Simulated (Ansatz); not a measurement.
Compare A (`F[CH]1[SiH2][Al]1[F]`) with its isomer B (`F[Si]1(F)[CH2][AlH]1`).

Computed with Ansatz on PBE0-D4/def2-TZVP structures; ΔE is electronic, products minus reactants. CCSD(T)/CBS adds triple-zeta CCSD(T) − MP2 to the extrapolated MP2 energy (def2 sets, frozen cores). Functionals use def2-TZVPP. B3LYP here is the variant with VWN-RPA as its local correlation; programs differ in this.

A:

Z-matrix (Å, degrees):
```
C
Si 1 1.929
Al 1 1.944 2 74.7
F 1 1.368 2 125.4 3 144.6
H 1 1.117 2 101.5 3 -91.8
H 2 1.490 1 121.6 3 135.5
H 2 1.491 1 110.7 3 -95.2
F 3 1.642 1 146.2 2 169.6
```

B:

```xyz
8

F     1.3357    1.0337   -1.6444
Si    0.7090    0.8591   -0.1855
F     1.7738    1.5069    0.8079
C     0.1364   -0.8736    0.1550
Al   -1.5177    0.2011   -0.0400
H     0.5101   -1.8076   -0.2640
H     0.1425   -0.9459    1.2626
H    -3.0898    0.0263   -0.0915
```

Task: Which isomer does CCSD(T)/CBS put lower? Give the gap. (Best estimate.)

Result: Ansatz gave: B, by 51.0 kcal/mol.

Task: Give E(B) − E(A) in kcal/mol with BLYP-D4, r2SCAN-D4, CCSD(T)/def2-SVP, B3LYP, ωB97M-V, B3LYP-D4, MP2/def2-TZVPP. (An estimate is asked.)

Result: Ansatz gave: BLYP-D4 -45.5, r2SCAN-D4 -49.0, CCSD(T)/def2-SVP -39.9, B3LYP -47.7, ωB97M-V -50.2, B3LYP-D4 -48.2, MP2/def2-TZVPP -52.1. None reverses the order clearly.

Task: Does the order hold for the free energy at 298.15 K (harmonic terms from PBE0-D4)? (Estimate.)

Result: Ansatz gave: Yes: G(B) − G(A) = -50.3 kcal/mol.

Largest T1 diagnostic: 0.015.

From BLYP to BHLYP (50 % exact exchange), in def2-TZVPP and without D4, E(B) − E(A) moves by −6.4 kcal/mol. At CCSD(T), def2-SVP lies +11.1 kcal/mol from the extrapolated value and def2-TZVPP +1.1 kcal/mol.
